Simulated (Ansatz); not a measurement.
The same atomization along the group B, Al, Ga.

Isolated molecules relaxed with PBE0-D4/def2-TZVP in Ansatz; ΔE leaves out vibrations. CBS: MP2 limit from def2 TZ/QZ plus the TZ coupled-cluster correction, frozen cores. This one scheme is used for every species, atoms too. Functionals use def2-TZVPP. B3LYP here is the variant with VWN-RPA as its local correlation; programs differ in this. No spin–orbit coupling; open shells (•) take unrestricted orbitals. Spin–orbit coupling would lower the free atoms: a little for Al, B, C, O; clearly for Ga. For Ga outer-core shells are correlated without core-valence functions, so the limit isn't a true one: a few kJ/mol of doubt a bond, and 10 to 20 or more in all where bonds break to atoms. Scalar relativity is left out up to krypton. One conformer a species, not always the lowest.

```csv
reaction,PBE0-D4 (kJ/mol),CCSD/CBS(def2) (kJ/mol),B3LYP-D4 (kJ/mol),CCSD(T)/def2-SVP (kJ/mol)
`BCOC` → B• + 2 C• + 7 H• + O•,4066,3996,4067,3871
`CO[CH2][AlH2]` → Al• + 2 C• + 7 H• + O•,3728,3697,3740,3561
`CO[CH2][GaH2]` → Ga• + 2 C• + 7 H• + O•,3661,3628,3657,3499
```

Question: Give the CCSD(T)/CBS values in the same order. (An estimate is asked.)

Answer: The calculation gave: 4044, 3743, 3675 kJ/mol.

Largest T1 diagnostic: 0.018, for Al•.

For atomizations the MP2-based limit and the directly extrapolated one differ by several kJ/mol either way, and by 10 to 25 for some Ge, Se and Sn compounds, so smaller differences from it don't rank the levels.
